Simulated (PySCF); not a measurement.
C2H10InNO, singlet (GFN2-xTB optimised geometry):

```
15

In    -0.754    -0.055     0.000
C     -1.087    -1.699    -1.461
H     -0.702    -1.413    -2.435
H     -2.146    -1.929    -1.554
H     -0.562    -2.581    -1.104
C     -1.146     2.135     0.000
H     -0.575     2.581     0.810
H     -2.203     2.338     0.158
H     -0.841     2.571    -0.946
O     -0.423    -0.754     1.857
H     -1.171    -0.946     2.415
N      1.663    -0.055     0.000
H      1.592    -0.391     0.957
H      2.203     0.804     0.005
H      2.162    -0.754    -0.540
```

Level of theory: PySCF with CAM-B3LYP/def2-TZVP, def2 effective core potentials past Kr.

Task: What are the frontier orbital energies and the dipole moment?

Result: HOMO-2 -9.22 eV, HOMO-1 -8.71 eV, HOMO -7.76 eV, LUMO 0.81 eV, LUMO+1 0.85 eV; dipole moment 2.57 D.
